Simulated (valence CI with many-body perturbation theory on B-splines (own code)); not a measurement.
**Xe XLVII: electric-dipole lines**

Calculated by valence CI with perturbative core correlation (CI+MBPT): six valence electrons over a frozen Dirac-Fock core [He], radial functions for each j: 9 s, 9 p, 8 d, 6 f, 3 g, 1 h, with the one-electron correlation potential Σ1 (screened to all orders), the two-electron term Σ2, the three-electron term Σ3, Breit, model QED; selected single and double excitations, second order for the rest, scaled by the run's own slope (own B-spline code, finite nucleus).

The last digits are not significant, and no measured levels were compared; by estimate large intervals hold to a few tenths of a per cent, small ones and those within an open d or f shell to about a per cent. Among the levels kept, up to 2500 cm⁻¹ of a level comes from second order outside the variational space, and about a tenth of that is noise between levels of different J, which matters for small intervals.

Lines 151 to 200 of 248 in falling wavelength, among levels below 5091.6 eV, chosen from the strongest by gf and those to the six lowest levels. Wavelengths and rates use the calculated energies. Electric multipoles are in the length gauge with retardation, E1 and E2 with the static RPA response of the core. Weak lines are less certain than strong ones. Lines between different terms over intervals too small for the method are left out, as are lines whose strength nearly cancels. The highest levels of a list are the least certain.

Levels are named by their leading jj configuration (3d3/2^4 stands for four electrons in 3d with j = 3/2), which in mixed levels can hold well under half, so a name can repeat and another be missing. Letters in brackets count levels of one name in rising energy.

| λ vac (nm) | Upper | Lower | A (s⁻¹) | log gf | Branch % |
| --- | --- | --- | --- | --- | --- |
| 0.2859 | (2s^2 2p1/2 2p3/2^2 3p3/2) J=1 [b] | (2s 2p1/2^2 2p3/2^3) J=1 | 1.31e+12 | -2.32 | 55.6 |
| 0.2852 | (2s^2 2p1/2 2p3/2^2 3p3/2) J=2 [b] | (2s 2p1/2^2 2p3/2^3) J=1 | 4.97e+10 | -3.52 | 0.9 |
| 0.2850 | (2s^2 2p1/2 2p3/2^2 3p3/2) J=3 [a] | (2s 2p1/2^2 2p3/2^3) J=2 | 4.54e+11 | -2.41 | 68.3 |
| 0.2848 | (2s^2 2p1/2 2p3/2^2 3p3/2) J=2 [a] | (2s 2p1/2^2 2p3/2^3) J=2 | 5.69e+11 | -2.46 | 66.9 |
| 0.2846 | (2s^2 2p1/2 2p3/2^2 3p3/2) J=1 [c] | (2s 2p1/2^2 2p3/2^3) J=1 | 2.52e+10 | -4.04 | 1.1 |
| 0.2844 | (2s^2 2p1/2^2 2p3/2 3d3/2) J=2 | (2s^2 2p1/2 2p3/2^3) J=2 | 5.85e+10 | -3.45 | 0.3 |
| 0.2843 | (2s^2 2p1/2 2p3/2^2 3p3/2) J=2 [c] | (2s 2p1/2^2 2p3/2^3) J=1 | 9.06e+10 | -3.26 | 1.5 |
| 0.2841 | (2s^2 2p1/2^2 2p3/2 3d3/2) J=3 | (2s^2 2p1/2 2p3/2^3) J=2 | 1.66e+10 | -3.85 | 13.9 |
| 0.2839 | (2s^2 2p1/2 2p3/2^2 3p3/2) J=1 [a] | (2s 2p1/2^2 2p3/2^3) J=2 | 1.30e+09 | -5.33 | 0.4 |
| 0.2839 | (2s^2 2p1/2^2 2p3/2 3d3/2) J=1 | (2s^2 2p1/2 2p3/2^3) J=2 | 1.34e+11 | -3.31 | 0.1 |
| 0.2836 | (2s^2 2p1/2 2p3/2^2 3p3/2) J=3 [b] | (2s 2p1/2^2 2p3/2^3) J=2 | 3.03e+11 | -2.59 | 51.5 |
| 0.2836 | (2s 2p1/2^2 2p3/2^2 3s) J=2 [a] | (2s 2p1/2^2 2p3/2^3) J=1 | 5.00e+12 | -1.52 | 12.3 |
| 0.2833 | (2s^2 2p1/2^2 2p3/2 3d3/2) J=2 | (2s^2 2p1/2 2p3/2^3) J=1 | 2.26e+11 | -2.87 | 1.1 |
| 0.2828 | (2s^2 2p1/2^2 2p3/2 3d3/2) J=1 | (2s^2 2p1/2 2p3/2^3) J=1 | 5.20e+09 | -4.73 | 0.0 |
| 0.2828 | (2s^2 2p1/2^2 2p3/2 3d3/2) J=0 | (2s^2 2p1/2 2p3/2^3) J=1 | 1.26e+11 | -3.82 | 55.9 |
| 0.2824 | (2s^2 2p1/2 2p3/2^2 3p3/2) J=1 [b] | (2s 2p1/2^2 2p3/2^3) J=2 | 4.69e+11 | -2.77 | 19.9 |
| 0.2822 | (2s^2 2p1/2^2 2p3/2 3d5/2) J=2 | (2s^2 2p1/2 2p3/2^3) J=2 | 3.80e+10 | -3.64 | 0.0 |
| 0.2818 | (2s^2 2p1/2 2p3/2^2 3p3/2) J=2 [b] | (2s 2p1/2^2 2p3/2^3) J=2 | 4.83e+12 | -1.54 | 86.9 |
| 0.2814 | (2s^2 2p1/2^2 2p3/2 3d5/2) J=3 | (2s^2 2p1/2 2p3/2^3) J=2 | 3.02e+10 | -3.60 | 0.0 |
| 0.2814 | (2s 2p1/2^2 2p3/2^2 3s) J=3 | (2s 2p1/2^2 2p3/2^3) J=2 | 6.70e+12 | -1.25 | 96.0 |
| 0.2812 | (2s^2 2p1/2 2p3/2^2 3p3/2) J=1 [c] | (2s 2p1/2^2 2p3/2^3) J=2 | 2.18e+12 | -2.11 | 91.3 |
| 0.2811 | (2s^2 2p1/2^2 2p3/2 3d5/2) J=2 | (2s^2 2p1/2 2p3/2^3) J=1 | 6.12e+10 | -3.44 | 0.0 |
| 0.2810 | (2s^2 2p1/2^2 2p3/2 3d5/2) J=1 | (2s^2 2p1/2 2p3/2^3) J=2 | 2.52e+10 | -4.05 | 0.0 |
| 0.2809 | (2s^2 2p1/2 2p3/2^2 3p3/2) J=2 [c] | (2s 2p1/2^2 2p3/2^3) J=2 | 5.80e+12 | -1.46 | 93.7 |
| 0.2803 | (2s 2p1/2^2 2p3/2^2 3s) J=1 [a] | (2s 2p1/2^2 2p3/2^3) J=1 | 1.05e+13 | -1.43 | 42.4 |
| 0.2803 | (2s^2 2p1/2^2 2p3/2 3s) J=1 | (2s^2 2p1/2^2 2p3/2^2) J=0 | 1.75e+13 | -1.21 | 29.0 |
| 0.2802 | (2s^2 2p1/2 2p3/2^2 3s) J=2 [a] | (2s^2 2p1/2 2p3/2^3) J=2 | 2.33e+12 | -1.86 | 22.1 |
| 0.2802 | (2s 2p1/2^2 2p3/2^2 3s) J=2 [a] | (2s 2p1/2^2 2p3/2^3) J=2 | 3.53e+13 | -0.68 | 87.0 |
| 0.2799 | (2s 2p1/2^2 2p3/2^2 3s) J=2 [b] | (2s 2p1/2^2 2p3/2^3) J=1 | 7.77e+12 | -1.34 | 70.9 |
| 0.2799 | (2s^2 2p1/2^2 2p3/2 3d5/2) J=1 | (2s^2 2p1/2 2p3/2^3) J=1 | 8.88e+09 | -4.50 | 0.0 |
| 0.2799 | (2s 2p1/2^2 2p3/2^2 3s) J=1 [b] | (2s 2p1/2^2 2p3/2^3) J=1 | 3.53e+13 | -0.91 | 62.7 |
| 0.2797 | (2s^2 2p1/2 2p3/2^2 3s) J=1 [a] | (2s^2 2p1/2 2p3/2^3) J=2 | 8.67e+12 | -1.52 | 13.0 |
| 0.2792 | (2s^2 2p1/2 2p3/2^2 3s) J=2 [a] | (2s^2 2p1/2 2p3/2^3) J=1 | 6.61e+12 | -1.41 | 62.5 |
| 0.2791 | (2s 2p1/2^2 2p3/2^2 3s) J=0 | (2s 2p1/2^2 2p3/2^3) J=1 | 2.69e+13 | -1.50 | 97.0 |
| 0.2788 | (2s^2 2p1/2 2p3/2^2 3s) J=3 | (2s^2 2p1/2 2p3/2^3) J=2 | 8.53e+12 | -1.16 | 96.1 |
| 0.2787 | (2s^2 2p1/2 2p3/2^2 3s) J=1 [a] | (2s^2 2p1/2 2p3/2^3) J=1 | 4.49e+13 | -0.80 | 67.5 |
| 0.2785 | (2s^2 2p1/2 2p3/2^2 3s) J=2 [b] | (2s^2 2p1/2 2p3/2^3) J=2 | 4.76e+13 | -0.56 | 81.8 |
| 0.2783 | (2s^2 2p1/2^2 2p3/2 3s) J=2 | (2s^2 2p1/2^2 2p3/2^2) J=2 | 2.44e+13 | -0.85 | 99.9 |
| 0.2779 | (2s^2 2p1/2^2 2p3/2 3s) J=1 | (2s^2 2p1/2^2 2p3/2^2) J=2 | 4.29e+13 | -0.83 | 71.0 |
| 0.2775 | (2s^2 2p1/2 2p3/2^2 3s) J=2 [b] | (2s^2 2p1/2 2p3/2^3) J=1 | 7.03e+12 | -1.39 | 12.1 |
| 0.2770 | (2s 2p1/2^2 2p3/2^2 3s) J=1 [a] | (2s 2p1/2^2 2p3/2^3) J=2 | 1.33e+13 | -1.34 | 53.6 |
| 0.2768 | (2s^2 2p1/2 2p3/2^2 3s) J=1 [b] | (2s^2 2p1/2 2p3/2^3) J=2 | 2.16e+13 | -1.13 | 64.8 |
| 0.2766 | (2s 2p1/2^2 2p3/2^2 3s) J=2 [b] | (2s 2p1/2^2 2p3/2^3) J=2 | 1.77e+12 | -1.99 | 16.1 |
| 0.2766 | (2s 2p1/2^2 2p3/2^2 3s) J=1 [b] | (2s 2p1/2^2 2p3/2^3) J=2 | 1.94e+13 | -1.17 | 34.5 |
| 0.2759 | (2s^2 2p1/2 2p3/2^2 3s) J=0 | (2s^2 2p1/2 2p3/2^3) J=1 | 2.73e+13 | -1.51 | 100.0 |
| 0.2757 | (2s^2 2p1/2 2p3/2^2 3s) J=1 [b] | (2s^2 2p1/2 2p3/2^3) J=1 | 4.59e+12 | -1.80 | 13.7 |
| 0.2649 | (2s^2 2p1/2^2 2p3/2 3d3/2) J=1 | (2s^2 2p1/2^2 2p3/2^2) J=0 | 2.59e+13 | -1.09 | 27.0 |
| 0.2647 | (2s^2 2p1/2 2p3/2^2 3d3/2) J=1 [a] | (2s^2 2p1/2 2p3/2^3) J=2 | 1.32e+13 | -1.38 | 25.9 |
| 0.2647 | (2s^2 2p1/2 2p3/2^2 3d3/2) J=2 [a] | (2s^2 2p1/2 2p3/2^3) J=2 | 4.04e+12 | -1.67 | 7.8 |
| 0.2644 | (2s^2 2p1/2 2p3/2^2 3d3/2) J=3 [a] | (2s^2 2p1/2 2p3/2^3) J=2 | 2.22e+12 | -1.79 | 2.0 |
